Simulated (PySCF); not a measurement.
How methods differ on the ionisation energy of W²⁺

W²⁺ [Xe] 4f14 5d4 (5D) → W³⁺ [Xe] 4f14 5d3 (4F), as a difference of total energies. Calculation: PySCF 2.14, in def2-TZVPPD with the def2 core potential (60 electrons) (6s5p3d2f1g, 59 functions); scalar relativity through the core potential. Correlated levels: valence: 5s2 5p6 frozen. The calculations carry no spin-orbit coupling.

```json
{"method": "UHF", "ionisation energy (eV)": "24.681"}
{"method": "MP2 (valence)", "ionisation energy (eV)": "25.158"}
{"method": "SCS-MP2 (valence)", "ionisation energy (eV)": "24.840"}
{"method": "CCSD (valence)", "ionisation energy (eV)": "25.220"}
{"method": "CCSD(T) (valence)", "ionisation energy (eV)": "25.228"}
```

**Question.** How much does correlation contribute at CCSD(T) (valence)?

**Answer.** 25.228 − (24.681) = 0.547 eV, measured against UHF.

The reference lies between the lowest fine-structure levels, while these numbers refer to the centres of the terms.

Errors of the correlated levels include the incompleteness of this basis and the frozen core.

For comparison: 26 ± 0.4 eV (semi-empirical (NIST evaluation); NIST Atomic Spectra Database, ionization energies).
